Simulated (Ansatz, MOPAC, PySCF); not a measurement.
Species: Si$_{2}$H$_{4}$, charge 0, multiplicity 1. SMILES: [SiH][SiH3]
Structure (B3LYP-D3(BJ)/def2-TZVP (Ansatz, an electronic-structure program) minimum search):
```
Si
H 1 1.4846
H 1 1.4893 2 107.80
H 1 1.4893 2 107.80 3 -116.32
Si 1 2.3971 2 114.30 3 121.84
H 5 1.5236 1 88.28 2 -180.00
```

Wanted: vertical ionisation energy to the doublet, in eV. Set-up: non-relativistic; open shells spin-unrestricted; no spin-orbit coupling; each state is the SCF solution reached for its charge and spin; 6-311+G** with 5d, 6d on Na to Ar in Ansatz; no dispersion term unless named. First-principles rows: single points at B3LYP-D3(BJ) geometries (Ansatz). Semi-empirical rows: differences of heats of formation at the shared geometry for vertical values.

```csv
species,coefficient,"E at B3LYP/6-311+G** (Ansatz), Eh","E at M06-2X/def2-TZVPD (PySCF), Eh","heat of formation at AM1 (MOPAC), kcal/mol"
"charge 1, doublet",+1,-581.04505,-580.95048,259.74
"charge 0, singlet",-1,-581.36802,-581.27048,81.85
```

 1 Eh = 27.2114 eV and 1 eV = 23.0605 kcal/mol.

Q: Work the quantity out at each level.

A: 
- B3LYP/6-311+G**: the sum of coefficient times E is 0.32297 Eh, or 8.788 eV. Result: 8.79 eV.
- M06-2X/def2-TZVPD: the sum of coefficient times E is 0.32000 Eh, or 8.708 eV. Result: 8.71 eV.
- AM1: the sum of coefficient times heat of formation is 177.89 kcal/mol, or 7.71 eV.
